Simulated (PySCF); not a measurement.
**Electron correlation in In⁺ (indium, charge +1)**

[Kr] 4d10 5s1 5d1, high-spin 3D determinant (an excited configuration). Calculation: PySCF 2.14, in aug-cc-pVTZ-PP with one added diffuse shell each of d, f type with ECP28MDF (6s5p5d3f, 67 functions); a scalar-relativistic core potential. Frozen: 4s2 4p6 4d10; 2 electrons correlated.

Total MP2 correlation energy: -3.78 mhartree.

Same-spin part -3.78 and opposite-spin part 0.00 mhartree; SCS-MP2 scales them by 1/3 and 6/5 to -1.26 mhartree.
